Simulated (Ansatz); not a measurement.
The cluster Ga2Te3 (the lowest singlet isomer of a short search). Charge 0, multiplicity 1. Geometry r2SCAN-D4/def2-SVP, basis def2-TZVP, Ansatz.

```xyz
5

Ga    0.615   -0.159   -0.694
Ga   -0.581   -0.656    2.056
Te    1.564   -1.866    0.774
Te   -0.126    1.489   -2.387
Te   -1.472    1.192    0.251
```

| run | HOMO (eV) | LUMO (eV) |
| --- | --- | --- |
| A | -5.49 | -3.81 |
| B | -6.37 | -3.28 |
| C | -6.20 | -3.25 |
| D | -5.24 | -3.78 |

In the def2 sets Te takes a core potential; there is no spin–orbit coupling. The structure comes from a short search, and lower isomers may exist.

**Question.** The runs used PBE, PBE0, r2SCAN, r2SCAN0. Estimate which is which.

**Answer.** A r2SCAN (0 % exact exchange); B r2SCAN0 (25 % exact exchange); C PBE0 (25 % exact exchange); D PBE (0 % exact exchange). Exact exchange lowers occupied and raises empty levels; among semilocal functionals meta-GGAs tend to open the gap a little, and such runs are hard to tell apart. The gap grows from 1.45 eV (PBE) to 3.09 eV (r2SCAN0).
